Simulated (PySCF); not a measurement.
How methods differ on the ionisation energy of Nd⁵⁴⁺

Nd⁵⁴⁺ [He] 2s2 2p2 [2p1/2^2, M_J = 0] → Nd⁵⁵⁺ [He] 2s2 2p1 [2p1/2^1, M_J = 1/2], as a difference of total energies. Computed with PySCF 2.14 in an even-tempered Gaussian basis (17 s from 34 bohr⁻², ratio 2.4; 13 p from 45 bohr⁻², ratio 2.4; 5 d from 150 bohr⁻², ratio 2.6; 4 f from 220 bohr⁻², ratio 2.6), with the two-component X2C-1e Hamiltonian. Correlated levels: nothing frozen; the 32 highest virtual spinors dropped. "Screened" scales the spin-orbit matrix elements by Boettger's factors to mimic the two-electron term; Breit and QED terms are absent.

```csv
method,ionisation energy (eV),difference from reference (eV)
GHF (spin-free),11034.6,-349.4
GMP2 (spin-free),11034.5,-349.5
GHF (screened spin-orbit),11397.8,+13.8
GMP2 (screened spin-orbit),11400.1,+16.1
```

Reference: 11384 ± 5 eV (theoretical estimate listed by NIST; NIST Atomic Spectra Database, ionization energies).

For this ion Breit and QED terms and the two-electron picture change, all absent here, outweigh the correlation shift from GHF to GMP2.

The spin-free rows relax to the high-spin LS determinant and lack the spin-orbit shift.

The labels give the starting determinants; with spin-orbit coupling the two ends relaxed to ⟨J²⟩ = 0.00, ⟨L²⟩ = 1.33, ⟨S²⟩ = 1.33 and ⟨J²⟩ = 0.75, ⟨L²⟩ = 2.00, ⟨S²⟩ = 0.75.
